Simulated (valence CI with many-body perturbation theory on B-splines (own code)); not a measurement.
**Level structure of Ru12+**

Level of theory: configuration interaction combined with many-body perturbation theory (CI+MBPT): four valence electrons over a frozen Dirac-Fock core [Ar] 3d10, radial functions for each j: 11 s, 11 p, 10 d, 8 f, 5 g, 2 h, with the one-electron correlation potential Σ1, the two-electron term Σ2, the three-electron term Σ3, Breit, model QED; selected CI, second order for the rest, scaled by the run's own slope (own B-spline code, finite nucleus).

No measured levels were compared; by estimate levels hold to about 250 cm⁻¹ or 0.2 % of their energy and the worst to 1 %, as in measured heavy ions of charge 2 to 7; those with d or f electrons hold less well. Among the levels kept, up to 620 cm⁻¹ of a level comes from second order outside the variational space, and about a tenth of that is noise between levels of different J, which matters for small intervals.

Levels 46 to 90 of 169, with energies above the lowest level, 4s²4p² ³P_0. "Leading %" is the weight of the configuration and term that name the level; weights of strongly mixed levels are sums over their largest components and can fall short. Lifetimes count E1, E2, E3, M1 and M2 decay at the calculated energies, and are blank where another channel may lead or the interval is too uncertain; long ones can be off by a factor of two.

```csv
No.,Configuration,Term,J,E (cm⁻¹),Leading %,Lifetime,g,Second component
46,4s4p²4d,⁵P,3,729160,78,9.17 ps,1.610,12 % 4s4p²4d ⁵D
47,4s4p²4d,⁵P,2,734610,85,8.08 ps,1.769,5 % 4s4p²4d ⁵D
48,4s4p²4d,³F,4,734940,65,572 ps,1.290,20 % 4s4p²4d ⁵D
49,4s4p²4d,⁵P,1,737220,87,8.11 ps,2.393,6 % 4s4p²4d ³P
50,4s4p²4d,³P,1,745780,60,14.7 ps,1.376,13 % 4s4p²4d ³D
51,4s4p²4d,³G,3,750670,81,142 ps,0.786,9 % 4s4p²4d ¹F
52,4s4p²4d,³G,4,758070,84,131 ps,1.072,8 % 4s4p²4d ³F
53,4s4p²4d,³P,0,760890,77,16.1 ps,,14 % 4p⁴ ³P
54,4s4p²4d,³D,2,765110,40,19.8 ps,1.012,29 % 4s4p²4d ³F
55,4s4p²4d,³G,5,766870,88,224 ps,1.214,7 % 4s4p²4d ⁵F
56,4s4p²4d,³D,3,772200,51,22.5 ps,1.187,33 % 4s4p²4d ¹F
57,4s4p²4d,³D,1,773180,74,19.2 ps,0.707,11 % 4s4p²4d ³P
58,4s4p²4d,¹G,4,778360,72,74.2 ps,1.047,15 % 4s4p²4d ³F
59,4s4p²4d,³D,3,779650,40,13.9 ps,1.153,33 % 4s4p²4d ¹F
60,4s4p²4d,³D,2,785830,53,10.4 ps,1.015,26 % 4s4p²4d ³F
61,4s4p²4d,³D,1,789160,82,13.0 ps,0.593,7 % 4s4p²4d ¹P
62,4s4p²4d,³D,1,792300,57,13.1 ps,0.755,35 % 4s4p²4d ¹P
63,4s4p²4d,³F,3,794310,53,12.3 ps,1.194,33 % 4s4p²4d ³D
64,4s4p²4d,³D,2,796530,68,14.7 ps,1.065,9 % 4s4p²4d ³F
65,4s4p²4d,³P,0,799020,88,10.4 ps,,8 % 4s²4d² ³P
66,4s4p²4d,³P,1,803350,62,11.5 ps,1.504,19 % 4s4p²4d ³S
67,4s4p²4d,³F,2,805220,53,8.51 ps,0.853,25 % 4s4p²4d ³D
68,4s4p²4d,³F,3,805450,47,8.24 ps,1.158,22 % 4s4p²4d ³D
69,4s4p²4d,³D,2,809140,40,11.8 ps,1.171,24 % 4s4p²4d ³P
70,4s4p²4d,³F,4,812770,80,6.52 ps,1.223,8 % 4s4p²4d ¹G
71,4s4p²4d,³S,1,813870,30,11.0 ps,1.319,16 % 4s4p²4d ³D
72,4s4p²4d,³D,3,814410,58,24.1 ps,1.225,17 % 4s4p²4d ³F
73,4s4p²4d,³P,2,815840,50,11.5 ps,1.331,32 % 4s4p²4d ³D
74,4s4p²4d,³S,1,822970,40,13.2 ps,1.359,32 % 4s4p²4d ¹P
75,4s4p²4d,³F,4,827240,79,29.7 ps,1.232,9 % 4s²4p4f ³F
76,4s4p²4d,³D,3,835020,71,13.2 ps,1.273,15 % 4s4p²4d ³F
77,4s4p²4d,¹D,2,841320,47,8.55 ps,1.063,13 % 4s²4d² ¹D
78,4s4p²4d,³D,3,844730,66,10.8 ps,1.273,10 % 4s4p²4d ³F
79,4s4p²4d,³D,2,847120,66,8.21 ps,1.101,10 % 4s²4p4f ³D
80,4s4p²4d,³D,1,848500,84,8.82 ps,0.508,13 % 4s²4p4f ³D
81,4s4p²4d,¹S,0,853330,54,7.29 ps,,21 % 4s4p²4d ³P
82,4s4p²4d,¹D,2,857030,74,28.8 ps,1.020,5 % 4s4p²4d ³D
83,4s4p²4d,¹P,1,865430,57,6.04 ps,1.154,30 % 4s4p²4d ³P
84,4s4p²4d,¹F,3,872030,53,6.71 ps,1.027,33 % 4s²4p4f ¹F
85,4s4p²4d,³P,2,873480,64,5.46 ps,1.386,11 % 4s4p²4d ¹D
86,4s4p²4d,³P,1,890900,57,5.63 ps,1.303,36 % 4s4p²4d ¹P
87,4s4p²4d,³P,0,891070,68,5.14 ps,,13 % 4s4p²4d ¹S
88,4s²4p5s,³P°,0,906600,97,7.74 ps,,
89,4s²4p5s,³P°,1,908720,72,6.40 ps,1.370,25 % 4s²4p5s ¹P°
90,4s4p²4d,¹D,2,908790,44,6.43 ps,0.997,17 % 4s²4p4f ¹D
```

Names give the largest LS component (configuration and term), which can be under half, so a name can repeat, a term be missing and a line seem to break the LS rules; names also repeat where a configuration has a term twice.

Where two levels of one J and parity lie close, their mixing, g and order are uncertain.
